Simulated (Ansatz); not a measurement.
Isolated molecules relaxed with PBE0-D4/def2-TZVP in Ansatz; ΔE leaves out vibrations. CBS: MP2 limit from def2 TZ/QZ plus the TZ coupled-cluster correction, frozen cores. This one scheme is used for every species. DFT in def2-TZVPP. B3LYP here is the variant with VWN-RPA as its local correlation; programs differ in this. HSE06 is defined as in plane-wave codes. For Ge outer-core shells are correlated without core-valence functions, which leaves a few kJ/mol of doubt a bond. Scalar relativity is left out up to krypton. Each species was taken in one conformer, which may not be the lowest.

Reaction (formal exchange of groups at the Si–S bond): `CCS[SiH3]` + `CC(C)[O][GeH2][F]` → `[F][GeH2][O][SiH3]` + `CCSC(C)C`

| level | ΔE (kJ/mol) | difference from CCSD(T)/CBS |
| --- | --- | --- |
| PBE-D4 | -53.3 | 18.1 |
| PBE0-D4 | -59.6 | 11.8 |
| r2SCANh-D4 | -63.5 | 7.9 |
| CAM-B3LYP-D4 | -68.5 | 2.9 |
| ωB97X-V | -65.2 | 6.2 |
| PBE-QIDH | -68.6 | 2.8 |
| revPBE | -50.6 | 20.8 |
| BLYP | -58.5 | 12.9 |
| r2SCAN | -61.2 | 10.2 |
| B3LYP | -63.6 | 7.8 |
| HSE06 | -58.0 | 13.4 |
| BHLYP | -70.6 | 0.8 |
| CCSD/def2-SVP | -55.8 | 15.6 |
| CCSD(T)/def2-SVP | -54.6 | 16.8 |
| HF/CBS(def2) | -78.3 | -6.9 |
| MP2/CBS(def2) | -78.5 | -7.1 |
| CCSD(T)/CBS | -71.4 | 0 |

Largest T1 diagnostic among the species: 0.012.

From r2SCAN to r2SCAN0 (25 % exact exchange), in def2-TZVPP and without D4, ΔE moves by −4.1 kJ/mol. At CCSD(T), def2-SVP lies +16.8 kJ/mol from the extrapolated value and def2-TZVPP +0.9 kJ/mol.
